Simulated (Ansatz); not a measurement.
A nudged elastic band was laid between two geometries of F3GeH3Si + H2 (10 atoms, charge 0, multiplicity 1).

Method: Ansatz, RKS PBE-D4/def2-SVP.

* movable images: 7
* climbing image: yes
* spring: 5.0 eV/Å²
* optimiser: quadratic models (default)
* start path: through a guess of the saddle point
* force threshold: 0.05 eV/Å
* iteration limit: 60
* end points: relaxed

First end point:

```xyz
10
Properties=species:S:1:pos:R:3
Ge -1.098 -0.746 0.207
Si -0.001 1.376 0.091
F -0.067 -2.101 -0.203
F -1.723 -1.130 1.791
F -2.463 -0.888 -0.870
H 2.685 -0.675 -0.654
H 2.081 -1.147 -0.576
H 1.107 1.364 1.099
H 0.513 1.536 -1.306
H -1.033 2.412 0.421
```

Last end point:

```xyz
10
Properties=species:S:1:pos:R:3
Ge -0.521 -1.903 -0.112
Si 0.600 1.899 0.086
F -1.517 -3.240 -0.582
F -0.674 -1.760 1.607
F -1.270 -0.491 -0.801
H 1.037 0.591 0.694
H 0.930 -2.080 -0.569
H 1.536 2.972 0.565
H 0.678 1.800 -1.410
H -0.800 2.211 0.523
```

(1) Which bonds break or form, and what moves?

(2) Give the energies along the band, and the barrier.

(3) What is the geometry of the highest image?

Results:

(1) Bonds broken: Ge1–Si2, H6–H7. Bonds formed: Ge1–H7, Si2–H6. F3GeH3Si + H2 becomes F3GeH + H4Si.

(2) The run converged. The highest image is number 3 of 0 to 8, 295.3 kJ/mol above the first end and 286.7 kJ/mol above the last; the last end lies 8.6 kJ/mol above the first. Neighbouring images differ by up to 2.5 eV, so the band resolves the path poorly. A vibrational analysis at the climbing image gives one clearly imaginary mode, 1567i cm⁻¹: a first-order saddle point. The orbitals stay closed-shell, which can raise the energy where a bond breaks towards radicals; this wasn't checked here.

```json
{"image": "0", "path coordinate (Å)": "0.00", "energy (kJ/mol)": "0.0", "Ge1–Si2 (Å)": "2.39", "H6–H7 (Å)": "0.77", "Ge1–H7 (Å)": "3.30"}
{"image": "1", "path coordinate (Å)": "1.00", "energy (kJ/mol)": "15.9", "Ge1–Si2 (Å)": "2.39", "H6–H7 (Å)": "0.77", "Ge1–H7 (Å)": "2.79"}
{"image": "2", "path coordinate (Å)": "2.00", "energy (kJ/mol)": "86.4", "Ge1–Si2 (Å)": "2.42", "H6–H7 (Å)": "0.78", "Ge1–H7 (Å)": "2.37"}
{"image": "3", "path coordinate (Å)": "3.01", "energy (kJ/mol)": "295.3", "Ge1–Si2 (Å)": "2.63", "H6–H7 (Å)": "1.15", "Ge1–H7 (Å)": "1.80"}
{"image": "4", "path coordinate (Å)": "3.90", "energy (kJ/mol)": "57.1", "Ge1–Si2 (Å)": "3.10", "H6–H7 (Å)": "1.85", "Ge1–H7 (Å)": "1.54"}
{"image": "5", "path coordinate (Å)": "4.79", "energy (kJ/mol)": "12.7", "Ge1–Si2 (Å)": "3.63", "H6–H7 (Å)": "2.37", "Ge1–H7 (Å)": "1.53"}
{"image": "6", "path coordinate (Å)": "5.67", "energy (kJ/mol)": "8.9", "Ge1–Si2 (Å)": "3.86", "H6–H7 (Å)": "2.81", "Ge1–H7 (Å)": "1.53"}
{"image": "7", "path coordinate (Å)": "6.56", "energy (kJ/mol)": "8.8", "Ge1–Si2 (Å)": "3.99", "H6–H7 (Å)": "2.89", "Ge1–H7 (Å)": "1.53"}
{"image": "8", "path coordinate (Å)": "7.45", "energy (kJ/mol)": "8.6", "Ge1–Si2 (Å)": "3.97", "H6–H7 (Å)": "2.96", "Ge1–H7 (Å)": "1.53"}
```

(3) 
```xyz
10
Properties=species:S:1:pos:R:3:forces:R:3
Ge -0.398 -1.094 -0.023 -0.03 -0.02 -0.01
Si 0.210 1.458 0.098 -0.02 -0.01 0.01
F -0.657 -2.820 -0.163 0.02 0.02 0.01
F -0.743 -0.957 1.691 0.00 0.00 0.01
F -1.431 -0.626 -1.364 0.00 0.02 -0.01
H 1.047 -0.338 -0.254 0.02 0.00 -0.02
H 1.323 -1.437 -0.426 0.01 -0.01 0.00
H 1.203 1.823 1.167 0.00 0.00 0.01
H 0.610 2.067 -1.217 0.00 0.00 -0.01
H -1.164 1.925 0.491 0.00 0.01 0.00
```

Run time: 5 min on 2 threads of Intel(R) Xeon(R) 6975P-C (Granite Rapids) (shared host), peak memory 0.18 GiB.
